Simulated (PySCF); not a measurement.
Molecule: `C1(=CO[SiH3])CC1`, C4H8OSi.

Mapped SMILES: `[SiH3:1][O:2][CH:3]=[C:4]1[CH2:5][CH2:6]1` (H(Xn): hydrogen on atom n).

Geometry PBE0-D3(BJ)/def2-SVP throughout; GIAO in PySCF, gas phase, one conformer, non-relativistic; equivalent atoms averaged; basis pcSseg-1.

For orientation, BP86 gives these absolute shieldings σ: Si1 365.8, O2 231.8, C3 41.6, C4 73.7, C6 173.3, C5 173.8, H(C3) 24.40, H(Si1) 26.19, H(C6) 30.03 ppm.

A run gave: Si1 430.3, O2 285.3, C3 55.3, C4 84.5, C6 190.8, C5 191.8, H(C3) 25.10, H(Si1) 27.28, H(C6) 30.59 ppm (absolute shieldings σ).

Problem. Which functional was used in that run?
A. WP04
B. LC-wPBE
C. B97-2
D. HF
E. wB97X-D

Solution. D. Si1 tells them apart best: HF gives 430.3, wB97X-D gives 382.5, B97-2 gives 389.6, LC-wPBE gives 384.2, WP04 gives 378.3 ppm.
